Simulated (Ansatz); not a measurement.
Born–Oppenheimer molecular dynamics of BF3H2O (7 atoms, charge 0, multiplicity 1). It starts at the highest image of a converged band, a first-order saddle point between two minima.

All numbers below come from Ansatz, RKS BHLYP/def2-SVP.

| Quantity | Value |
| --- | --- |
| ensemble | NVE (velocity Verlet) |
| time step | 0.5 fs |
| steps asked | 200 |
| starting velocities drawn for | 300 K |
| seed | 6458 |

Frames 2.5 fs apart, positions in Å, forces in eV/Å.

Velocities at 55 fs (Å/ps):

```
B -1.44 -4.05 -2.88
F -0.62 11.37 13.67
F 1.21 -1.38 0.89
F -0.33 -3.99 -4.23
O -1.34 -4.14 -13.62
H 6.75 8.09 11.30
H 25.05 -12.10 40.98
```

```xyz
7
Properties=species:S:1:pos:R:3:forces:R:3 time_fs=55 energy_less_start_eV=-0.482 T=1043
B 0.021 -0.540 -0.366 0.45 -0.28 0.04
F -0.051 0.430 2.021 -0.15 0.07 -0.22
F 1.133 0.127 -0.494 0.09 0.88 -0.36
F -1.139 0.038 -0.677 0.77 -0.81 0.39
O 0.250 -1.828 -0.012 -0.77 0.76 0.04
H -0.528 -2.314 0.210 -0.53 -0.45 -0.04
H 0.122 -0.278 2.567 0.13 -0.17 0.15
7
Properties=species:S:1:pos:R:3:forces:R:3 time_fs=57.5 energy_less_start_eV=-0.392 T=909
B 0.019 -0.550 -0.373 0.71 0.15 -0.17
F -0.052 0.457 2.056 0.57 -2.27 1.61
F 1.136 0.125 -0.492 -0.20 0.71 -0.30
F -1.139 0.027 -0.687 0.71 -0.74 0.42
O 0.246 -1.837 -0.046 -1.00 0.25 0.35
H -0.530 -2.310 0.237 -0.21 -0.26 -0.19
H 0.178 -0.276 2.645 -0.59 2.16 -1.71
7
Properties=species:S:1:pos:R:3:forces:R:3 time_fs=60 energy_less_start_eV=-0.444 T=986
B 0.021 -0.560 -0.381 0.75 0.46 -0.38
F -0.052 0.478 2.095 -0.58 1.08 -1.15
F 1.139 0.125 -0.491 -0.36 0.56 -0.23
F -1.136 0.013 -0.696 0.62 -0.60 0.43
O 0.237 -1.845 -0.078 -1.58 -0.58 0.86
H -0.541 -2.319 0.252 0.57 0.26 -0.57
H 0.209 -0.174 2.643 0.57 -1.19 1.04
7
Properties=species:S:1:pos:R:3:forces:R:3 time_fs=62.5 energy_less_start_eV=-0.469 T=1023
B 0.027 -0.567 -0.392 0.64 0.51 -0.44
F -0.053 0.501 2.132 -0.51 0.68 -0.86
F 1.140 0.127 -0.491 -0.37 0.46 -0.18
F -1.131 -0.002 -0.703 0.50 -0.42 0.39
O 0.223 -1.855 -0.108 -0.41 -0.17 0.55
H -0.528 -2.318 0.238 -0.36 -0.27 -0.20
H 0.270 -0.123 2.689 0.50 -0.79 0.74
7
Properties=species:S:1:pos:R:3:forces:R:3 time_fs=65 energy_less_start_eV=-0.407 T=932
B 0.036 -0.572 -0.404 0.33 0.26 -0.35
F -0.056 0.526 2.166 1.15 -2.05 1.67
F 1.140 0.130 -0.492 -0.21 0.42 -0.16
F -1.125 -0.019 -0.709 0.34 -0.19 0.31
O 0.208 -1.866 -0.135 0.22 -0.01 0.41
H -0.534 -2.332 0.210 -0.69 -0.37 -0.08
H 0.353 -0.112 2.770 -1.15 1.93 -1.81
7
Properties=species:S:1:pos:R:3:forces:R:3 time_fs=67.5 energy_less_start_eV=-0.501 T=1073
B 0.047 -0.575 -0.419 -0.06 -0.22 -0.21
F -0.056 0.546 2.204 -0.37 0.27 -0.53
F 1.140 0.135 -0.493 0.03 0.42 -0.13
F -1.118 -0.036 -0.714 0.14 0.08 0.21
O 0.193 -1.877 -0.161 -0.49 -0.63 0.84
H -0.573 -2.361 0.174 0.38 0.45 -0.57
H 0.382 -0.011 2.766 0.38 -0.37 0.39
7
Properties=species:S:1:pos:R:3:forces:R:3 time_fs=70 energy_less_start_eV=-0.487 T=1053
B 0.058 -0.580 -0.435 -0.32 -0.69 -0.05
F -0.057 0.567 2.240 -1.22 1.05 -1.41
F 1.139 0.141 -0.494 0.20 0.36 -0.10
F -1.110 -0.053 -0.719 -0.07 0.33 0.09
O 0.176 -1.890 -0.184 0.23 -0.15 0.55
H -0.597 -2.370 0.108 -0.04 0.25 -0.35
H 0.437 0.073 2.784 1.23 -1.15 1.27
7
Properties=species:S:1:pos:R:3:forces:R:3 time_fs=72.5 energy_less_start_eV=-0.440 T=982
B 0.068 -0.588 -0.451 -0.35 -0.83 0.10
F -0.061 0.589 2.274 1.70 -1.52 1.56
F 1.139 0.148 -0.496 0.20 0.17 -0.07
F -1.103 -0.070 -0.723 -0.28 0.52 -0.03
O 0.161 -1.903 -0.204 1.21 0.45 0.22
H -0.626 -2.365 0.021 -0.78 -0.21 -0.07
H 0.541 0.105 2.855 -1.70 1.42 -1.71
7
Properties=species:S:1:pos:R:3:forces:R:3 time_fs=75 energy_less_start_eV=-0.523 T=1107
B 0.075 -0.600 -0.466 -0.22 -0.59 0.16
F -0.061 0.609 2.311 0.19 -0.25 0.08
F 1.140 0.156 -0.498 0.04 -0.12 -0.03
F -1.096 -0.084 -0.727 -0.44 0.64 -0.12
O 0.149 -1.915 -0.224 0.18 -0.28 0.42
H -0.689 -2.367 -0.073 0.44 0.44 -0.28
H 0.567 0.203 2.847 -0.19 0.16 -0.23
7
Properties=species:S:1:pos:R:3:forces:R:3 time_fs=77.5 energy_less_start_eV=-0.462 T=1016
B 0.081 -0.616 -0.481 0.01 -0.06 0.18
F -0.060 0.627 2.348 -2.18 0.95 -1.69
F 1.141 0.163 -0.500 -0.22 -0.49 0.01
F -1.091 -0.097 -0.732 -0.49 0.67 -0.19
O 0.138 -1.929 -0.242 0.03 -0.41 0.28
H -0.733 -2.346 -0.181 0.66 0.38 -0.14
H 0.594 0.308 2.832 2.18 -1.04 1.55
7
Properties=species:S:1:pos:R:3:forces:R:3 time_fs=80 energy_less_start_eV=-0.429 T=964
B 0.087 -0.632 -0.494 0.20 0.54 0.25
F -0.065 0.647 2.381 2.01 -0.83 1.21
F 1.141 0.169 -0.502 -0.43 -0.82 0.03
F -1.087 -0.107 -0.737 -0.41 0.59 -0.24
O 0.128 -1.943 -0.260 1.08 0.12 0.09
H -0.745 -2.306 -0.298 -0.44 -0.35 0.02
H 0.708 0.369 2.879 -2.01 0.74 -1.36
7
Properties=species:S:1:pos:R:3:forces:R:3 time_fs=82.5 energy_less_start_eV=-0.438 T=977
B 0.094 -0.645 -0.507 0.14 0.88 0.31
F -0.064 0.666 2.417 0.99 -0.35 0.47
F 1.140 0.172 -0.504 -0.49 -0.99 0.05
F -1.085 -0.115 -0.743 -0.26 0.51 -0.26
O 0.121 -1.957 -0.277 0.35 -0.07 -0.14
H -0.771 -2.281 -0.413 0.26 -0.24 0.19
H 0.729 0.462 2.865 -0.99 0.27 -0.62
```

Of the whole run (100 fs, mean temperature of the second half 946 K): The conserved energy stayed within 0.28 meV per atom of its start (net change 0.14 meV per atom), so the integration is sound. The kinetic energy rose, since the run started high on the potential surface and went downhill. It ends in pieces (BF2HO + FH), so much of that is their flight and rotation, not heat. A run of 0.1 ps of so small a system gives no equilibrium averages. The orbitals stay closed-shell, which can raise the energy where a bond breaks towards radicals; this wasn't checked here.

Run time: 8.8 min on 1 thread of Arm Neoverse V1, with other jobs on the host, peak memory 0.14 GiB.
